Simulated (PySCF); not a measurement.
**Bond curve of SnB⁺**

Set-up: PySCF, scalar-relativistic core potentials, basis sets Sn def2-SVPD with ECP28, B def2-SVPD. Energies in eV from Sn⁺ + B in their ground configurations at the same level. All curves are PBE0. state 1: ³Π (triplet), unpaired electrons σ ↑, π ↑; state 2: Ms = 0 determinant of mixed spin (⟨S²⟩ near 1.0), unpaired electrons σ ↓, π ↑, a second solution, started from another occupation; state 3: ³Σ⁻ (triplet), unpaired electrons π ↑↑, a second solution, started from another occupation; state 4: Ms = 0 determinant of mixed spin (⟨S²⟩ near 1.0), unpaired electrons π ↑↓, a mixture of terms (⟨Lz²⟩ = 2.0), a second solution, started from another occupation.

| R (Å) | state 1 | state 2 | state 3 | state 4 |
| --- | --- | --- | --- | --- |
| 2.053 | -1.525 | -1.305 | -1.658 | -1.401 |
| 2.148 | -1.856 | -1.646 | -1.756 | -1.515 |
| 2.244 | -2.033 | -1.833 | -1.740 | -1.513 |
| 2.315 | -2.093 | -1.901 | -1.677 | -1.461 |
| 2.387 | -2.108 | -1.922 | -1.587 | -1.380 |
| 2.459 | -2.089 | -1.910 | -1.480 | -1.280 |
| 2.554 | -2.029 | -1.856 | -1.322 | -1.131 |
| 2.673 | -1.920 | -1.754 | -1.122 | -0.938 |
| 2.817 | -1.767 | -1.607 | -0.896 | -0.717 |
| 3.008 | -1.561 | -1.411 | -0.639 | -0.463 |

Problem. Put a parabola through the three lowest points of the state 1 curve and estimate Re, k and ωe (reduced mass 10.08 u; 1 eV/Å² = 0.16022 mdyn/Å; ωe = 1302.8·√(k/μ) cm⁻¹).

Solution. Through R = 2.315, 2.387, 2.459 Å the second-order coefficient is 3.28 eV/Å², so Re ≈ 2.383 Å, k ≈ 1.05 mdyn/Å and ωe ≈ 421 cm⁻¹. A polynomial fit of higher order to the unrounded PBE0 energies gives Re = 2.379 Å, k = 1.07 mdyn/Å, ωe = 424 cm⁻¹; anharmonicity and rounding make the difference.

The higher-order fit for each curve: state 1: Re = 2.379 Å, ωe = 424 cm⁻¹, De = 2.11 eV; state 2: Re = 2.393 Å, ωe = 416 cm⁻¹, minimum 1.92 eV below the ground-state fragments; state 3: Re = 2.178 Å, ωe = 543 cm⁻¹, minimum 1.76 eV below the ground-state fragments; state 4: Re = 2.193 Å, ωe = 528 cm⁻¹, minimum 1.53 eV below the ground-state fragments.

Spin–orbit coupling is left out, which matters for elements this heavy, above all for dissociation energies. For an ion De counts to the pair picked by the measured ionisation energies or electron affinities, which need not be the lowest pair at this level. The state was picked by a PBE0 search and need not be the measured ground state.
